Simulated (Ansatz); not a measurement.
Consider the ligand exchange at the Si–O bond: `O[SiH2][SiH2]O` + `O[SiH3]` → `O[SiH2][SiH2]O[SiH3]` + H₂O.

Program: Ansatz. Geometries: PBE0-D4/def2-TZVP. ΔE: electronic, gas phase. CBS: MP2 limit from def2 TZ/QZ plus the TZ coupled-cluster correction, frozen cores. This one scheme is used for every species. DFT in def2-TZVPP. Each species was taken in one conformer, which may not be the lowest.

CCSD(T)/CBS gives -20.8 kJ/mol.

Another level gave -9.8 kJ/mol. Which?
A. r2SCANh/def2-TZVPP
B. RPA@PBE/def2-TZVPP
C. PBE/def2-TZVPP
D. BHLYP-D4/def2-TZVPP

C. PBE -9.8, RPA@PBE/def2-TZVPP -18.9, r2SCANh -14.1, BHLYP-D4 -23.7 kJ/mol.

Largest T1 diagnostic among the species: 0.012.

Leaving LDA and LC-ωPBE aside and taking each functional with its dispersion term where it has one, the values, not all of them listed here, spread over 9.4 kJ/mol, from BHLYP-D4 to B2PLYP. From BLYP to BHLYP (50 % exact exchange), in def2-TZVPP and without D4, ΔE moves by −4.8 kJ/mol.
